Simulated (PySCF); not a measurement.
## Electronic structure of Xe (xenon, neutral) at the UHF level

Configuration: [Xe], closed-shell 1S. Calculation: PySCF 2.14, in x2c-QZVPPall (13s9p7d4f1g, 112 functions); scalar relativity by spin-free X2C-1e.

| Property | Result |
| --- | --- |
| Total energy | -7443.563187 hartree |
| One-electron energy | -10196.6863 hartree |
| Hartree (Coulomb) energy | 2939.0793 hartree |
| Exchange energy | -185.9562 hartree |
| ⟨S²⟩ | 0.0000 |
| ⟨L²⟩ | 0.000 |
| Sum of ⟨r⟩ | 38.59 bohr |
| Sum of ⟨r²⟩ | 61.19 bohr² |
| Langevin diamagnetic susceptibility | -48.5 ×10⁻⁶ cm³/mol |

```tsv
shell	electrons	mean orbital energy (hartree)	rms radius, mean of both spins (bohr)
1s	2	-1276.15976	0.0305
2s	2	-202.34625	0.124
2p	6	-181.44740	0.111
3s	2	-42.99181	0.326
3p	6	-36.06202	0.326
3d	10	-25.73197	0.304
4s	2	-8.42739	0.762
4p	6	-6.13245	0.815
4d	10	-2.66598	0.946
5s	2	-1.00961	2.03
5p	6	-0.45650	2.48
```

Densities and radii are taken from the X2C orbitals without a picture-change correction, which distorts them close to the nucleus.

Spin-orbit constants ζ (cm⁻¹) from the X2C one-electron operator on these orbitals: bare nucleus, nucleus screened by l(l+1)(2l+1)/3 electrons, and screened by the Breit-Pauli mean field of the electrons.

```csv
shell,bare,screened nucleus,mean field
2p,1722000,1658000,n/a
3p,331600,319400,n/a
3d,50690,41300,n/a
4p,63380,61030,n/a
4d,7504,6114,n/a
5p,5939,5719,n/a
```
